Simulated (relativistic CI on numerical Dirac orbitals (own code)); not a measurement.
## Hyperfine structure of Ca15+, mass number 43

Method of calculation: Dirac-Coulomb-Breit CI, orbitals from a KLI potential per configuration, a model potential for QED, unscaled Slater integrals (own radial code, finite nucleus).

Configuration list (outside the closed core 1s2): 2s2 2p, 2s 2p2, 2p3, 2p2 3s, 2p2 3p, 2p2 3d, 2s2 3s, 2s2 3p, 2s2 3d, 2s 2p 3s, 2s 2p 3p, 2s 2p 3d, 2s2 4s, 2s2 4p, 2s2 4d, 2s2 4f. Levels of other configurations are missing.

Nuclear spin I = 7/2, μ = -1.31733 μN, Q = -0.0408 b (tables of Stone and Pyykkö). The electronic factors are computed for point nuclear moments, without core polarisation or the Bohr-Weisskopf and QED corrections.

```json
{"Level": "2s2 2p 2P°_1/2", "E (eV)": "0.0000", "A (MHz)": "-24200", "B (MHz)": ""}
{"Level": "2s2 2p 2P°_3/2", "E (eV)": "4.5244", "A (MHz)": "-4859", "B (MHz)": "-921"}
{"Level": "2s 2p2 4P_1/2", "E (eV)": "32.7334", "A (MHz)": "-42840", "B (MHz)": ""}
{"Level": "2s 2p2 4P_3/2", "E (eV)": "34.5188", "A (MHz)": "-19690", "B (MHz)": "-752"}
{"Level": "2s 2p2 4P_5/2", "E (eV)": "36.7846", "A (MHz)": "-20570", "B (MHz)": "932"}
{"Level": "2s 2p2 2D_3/2", "E (eV)": "60.0091", "A (MHz)": "4578", "B (MHz)": "-1300"}
{"Level": "2s 2p2 2D_5/2", "E (eV)": "60.3080", "A (MHz)": "-22660", "B (MHz)": "-1860"}
{"Level": "2s 2p2 2S_1/2", "E (eV)": "74.3565", "A (MHz)": "-54450", "B (MHz)": ""}
```

Levels with J = 0, under 50 % of one LS term, or S terms without an open s electron are left out. Small factors come from cancelling terms and can be off by tens of per cent or more.

At this charge energies of transitions that change n are usually good to better than 1 %, and those within a shell (Δn = 0) to a few per cent.

Q: Give the hyperfine levels of 2s2 2p 2P°_1/2 relative to its centre of gravity.

A: With K = F(F + 1) − I(I + 1) − J(J + 1), E = AK/2: F = 3: 54450, F = 4: -42350 MHz.
